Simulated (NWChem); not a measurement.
System: C3H2BrF; SMILES C(=C(F)Br)=C

NWChem input:

```
start job
memory heap 200 mb stack 900 mb global 1100 mb
geometry units angstroms
  C     -2.936598    -0.646455     0.013593
  C     -1.647963    -0.731766    -0.066586
  C     -0.355065    -0.762698    -0.136071
  F      0.367636    -1.858385    -0.391888
  Br     0.743385     0.779209     0.120403
  H     -3.544015    -0.434900    -0.852612
  H     -3.456000    -0.796919     0.947160
end
basis spherical
  * library def2-svp
end
dft
  xc pbe0
  iterations 150
end
driver
  maxiter 120
end
task dft optimize
task dft freq
```

Excerpt of the output:

```
             Northwest Computational Chemistry Package (NWChem) 7.3.0
             --------------------------------------------------------

 CS  symmetry detected

                             Geometry "geometry" -> ""
                             -------------------------

 Output coordinates in angstroms (scale by  1.889725989 to convert to a.u.)

  No.       Tag          Charge          X              Y              Z
 ---- ---------------- ---------- -------------- -------------- --------------
    1 C                    6.0000     1.03436382     2.69181276     0.00000000
    2 C                    6.0000     0.25658918     1.65771731     0.00000000
    3 C                    6.0000    -0.47676208     0.59021268     0.00000000
    4 F                    9.0000    -1.81401440     0.58518204     0.00000000
    5 Br                  35.0000     0.24867913    -1.17715360     0.00000000
    6 H                    1.0000     1.36860738     3.14764051    -0.91896459
    7 H                    1.0000     1.36860738     3.14764051     0.91896459

 Effective nuclear repulsion energy (a.u.)     287.0021139609

      Symmetry information
      --------------------

 Group name             Cs
 Group number              2
 Group order               2
 No. of unique centers     6

                                Z-matrix (autoz)
                                --------

 Units are Angstrom for bonds and degrees for angles

[...]

      ----------------------
      Optimization converged
      ----------------------

  Step       Energy      Delta E   Gmax     Grms     Xrms     Xmax
  ---- ---------------- -------- -------- -------- -------- --------
@    6   -2788.42836834 -2.6D-07  0.00007  0.00002  0.00081  0.00177
                                     ok       ok       ok       ok

                                Z-matrix (autoz)
                                --------

 Units are Angstrom for bonds and degrees for angles

[...]

 Rotational Constants
 --------------------
 A=   0.191893 cm-1  (  0.276084 K)
 B=   0.064910 cm-1  (  0.093389 K)
 C=   0.049001 cm-1  (  0.070500 K)

 Temperature                      =   298.15K
 frequency scaling parameter      =   1.0000

 Zero-Point correction to Energy  =   24.622 kcal/mol  (  0.039237 au)
 Thermal correction to Energy     =   27.929 kcal/mol  (  0.044508 au)
 Thermal correction to Enthalpy   =   28.521 kcal/mol  (  0.045452 au)

 Total Entropy                    =   76.370 cal/mol-K
   - Translational                =   40.637 cal/mol-K (mol. weight = 136.9305)
   - Rotational                   =   27.359 cal/mol-K (symmetry #  =        1)
   - Vibrational                  =    8.374 cal/mol-K

 Cv (constant volume heat capacity) =   17.147 cal/mol-K
   - Translational                  =    2.979 cal/mol-K
   - Rotational                     =    2.979 cal/mol-K
   - Vibrational                    =   11.188 cal/mol-K

[normal modes left out]

 ----------------------------------------------------------------------------
 Normal Eigenvalue ||           Projected Infra Red Intensities
  Mode   [cm**-1]  || [atomic units] [(debye/angs)**2] [(KM/mol)] [arbitrary]
 ------ ---------- || -------------- ----------------- ---------- -----------
    1       -0.000 ||    0.000560           0.013         0.546       0.221
    2       -0.000 ||    0.000558           0.013         0.544       0.221
    3       -0.000 ||    0.000006           0.000         0.006       0.002
    4        0.000 ||    0.000131           0.003         0.128       0.052
    5        0.000 ||    0.000009           0.000         0.009       0.004
    6        0.000 ||    0.000290           0.007         0.283       0.115
    7      146.570 ||    0.000799           0.018         0.779       0.316
    8      236.697 ||    0.003643           0.084         3.551       1.440
    9      333.664 ||    0.001835           0.042         1.789       0.726
   10      449.169 ||    0.005815           0.134         5.669       2.299
   11      482.008 ||    0.000809           0.019         0.789       0.320
   12      619.884 ||    0.000812           0.019         0.792       0.321
   13      663.623 ||    0.045832           1.057        44.680      18.124
   14      934.103 ||    0.034421           0.794        33.555      13.612
   15      999.713 ||    0.000098           0.002         0.096       0.039
   16     1088.722 ||    0.202073           4.662       196.990      79.908
   17     1317.509 ||    0.095867           2.212        93.456      37.910
   18     1479.851 ||    0.082013           1.892        79.951      32.432
   19     2117.466 ||    0.052566           1.213        51.244      20.787
   20     3135.098 ||    0.002861           0.066         2.789       1.131
   21     3227.144 ||    0.000051           0.001         0.050       0.020
 ----------------------------------------------------------------------------
```

Level: PBE0/def2-SVP. This build's default masses of Se (78.918 u) and Br (79.917 u) are each other's, which moves their modes by up to 0.6 %.
